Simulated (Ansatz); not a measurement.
```
atom   x (Å)   y (Å)    z (Å)
   F  0.0000  0.0000   0.7060
   F  0.0000  0.0000  -0.7060
```

Basis set: cc-pVDZ (spherical functions). Frozen core: 2 orbitals. Charge 0, multiplicity 1.

Computed with Ansatz (development build ahead of 0.2.0); the reference of a correlated method needn't be the lowest determinant of its kind. Restricted open shells among the atoms or ions are ROHF, correlated in semicanonical orbitals with singles.

(1) Give the atomization energy at this shape (free ground-state atoms in the same class of orbitals less the molecule, no zero-point energy) of singlet F2 by RHF-CCSD(T), RHF-CCSD, UHF-CCSD(T), UHF-CCSD.

## Answers

(1)

| method | atomization energy |
| --- | --- |
| RHF-CCSD(T) | 26.61 kcal/mol |
| RHF-CCSD | 22.08 kcal/mol |
| UHF-CCSD(T) | 25.89 kcal/mol |
| UHF-CCSD | 21.25 kcal/mol |

Caution for UHF-CCSD(T), UHF-CCSD: the unrestricted determinant is spin contaminated.
